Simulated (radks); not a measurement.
Question: Neutral cobalt: order these configurations by energy. Method: Dirac Kohn-Sham, BLYP, spin-unpolarised, spherical densities, finite nucleus; Fermi nuclear charge, rms radius of each element as measured or else 0.836 A^(1/3) + 0.57 fm; computed with a radial shooting solver on a logarithmic mesh with Libxc functionals. Sub-shells are occupied by j as written (lower j first in brackets). [Ar] 3d(3/2: 3, 5/2: 4) 4s1 4p(1/2: 1, 3/2: 0); [Ar] 3d(3/2: 3, 5/2: 4) 4s2; [Ar] 3d(3/2: 4, 5/2: 2) 4s2 4p(1/2: 1, 3/2: 0); [Ar] 3d(3/2: 4, 5/2: 3) 4s1 4p(1/2: 1, 3/2: 0); [Ar] 3d(3/2: 4, 5/2: 3) 4s2; [Ar] 3d(3/2: 4, 5/2: 4) 4s1.

Answer: From the lowest, in eV above it: [Ar] 3d(3/2: 4, 5/2: 4) 4s1 0.000; [Ar] 3d(3/2: 4, 5/2: 3) 4s2 1.058; [Ar] 3d(3/2: 3, 5/2: 4) 4s2 1.251; [Ar] 3d(3/2: 4, 5/2: 3) 4s1 4p(1/2: 1, 3/2: 0) 5.385; [Ar] 3d(3/2: 3, 5/2: 4) 4s1 4p(1/2: 1, 3/2: 0) 5.579; [Ar] 3d(3/2: 4, 5/2: 2) 4s2 4p(1/2: 1, 3/2: 0) 10.526.
